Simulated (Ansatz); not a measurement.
Two structures, one formula

Two relaxed structures of H$_{2}$SeSO, singlet (PBE0-D4/def2-TZVP; forces vanish, vibrations not checked).

A:

O1  (-0.836, -1.354, 0.060)
Se2  (-0.045, -0.250, -1.117)
S3  (1.529, 0.684, 0.041)
H4  (-1.500, -0.841, 0.533)
H5  (0.852, 1.761, 0.483)
(Å)

B:

O1  (-1.047, -1.195, -0.270)
Se2  (0.358, -0.534, -1.174)
S3  (1.374, 0.725, 0.104)
H4  (-1.200, -0.584, 0.465)
H5  (-0.480, 0.425, -1.970)
(Å)

Computed with Ansatz 0.2.0 (basis: def2-TZVPP); correlated methods freeze the cores. Filled d shells of the heavier atoms are correlated. The def2 sets are not built for correlating such inner shells, so the correlated values are less sure here. B3LYP uses VWN-RPA correlation.

Task: Which structure is lower at CCSD(T), and by how much? (An estimate is asked for; the value comes from the calculation.)

Result: Computed: A, by 0.897 eV (electronic energy, against the other). By their contacts, A is H₂SeSO ([OH][Se][SH]) and B is H₂SeSO ([OH][SeH][S]).

All methods give the same order:

```tsv
method	E(B) − E(A) (eV)
PBE-D4	0.838
r2SCAN-D4	0.849
PBE0-D4	0.893
B3LYP-D4	0.932
wB97M-V	0.983
HF	1.078
MP2	0.860
CCSD	0.945
CCSD(T)	0.897
```

T1 diagnostic: at most 0.016.

Labels in which every atom is bracketed show which atoms are joined, not bond orders.

For scale, one of the runs: CCSD(T)/def2-TZVPP, 149 basis functions, launched by `ansatz run in.yaml --threads 2 --pin off --events-out ev --progress --plain --max-ram 4352MiB`. Time: 30 s of wall clock on 2 CPU threads of an Arm Neoverse V1; the host was shared. Peak host memory: 0.95 GiB.
